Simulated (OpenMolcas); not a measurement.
**Ne3+: Slater's ratio, worked from levels**

* Program: OpenMolcas
* Basis: ANO-R2 [4s4p2d1f]
* Scalar Hamiltonian: X2C, finite nucleus
* Active space: 5 electrons in 9 orbitals (RAS2 2s 2p; RAS3 3d, at most 2 electrons)
* State averaging: 2S+1 = 4 odd, 1 root; 2S+1 = 2 odd, 8 roots; 2S+1 = 4 even, 3 roots; 2S+1 = 2 even, 6 roots
* Spin-orbit coupling: RASSI with atomic mean-field integrals over the reference wave functions, term energies averaged over their components

Methods: RASSCF; SS-RASPT2, IPEA 0.25 Eh, imaginary shift 0.1 Eh (closed shells correlated: 1s).

**Slater's ratio.** With one set of orbitals, p3 has ²D° - ⁴S° = 9 F2 and ²P° - ²D° = 6 F2 (F2 = F²/25), a ratio of 2/3. Term energies are centres of gravity, weighted by 2J + 1.

```json
{"Source": "RASSCF", "²D° - ⁴S°": "44224", "²P° - ⁴S°": "66219", "F2 from the first": "4914", "Ratio": "0.497"}
{"Source": "SS-RASPT2", "²D° - ⁴S°": "42232", "²P° - ⁴S°": "63662", "F2 from the first": "4692", "Ratio": "0.507"}
```

Energies in cm-1. A ratio away from 2/3 shows effects beyond one configuration with one set of orbitals, and in heavier atoms second-order spin-orbit shifts.

Active for correlation alone: 3d; no level in the range computed is led by a configuration that fills it, so any true level of that kind is missing. Only configurations of the active space appear.

° marks odd parity.
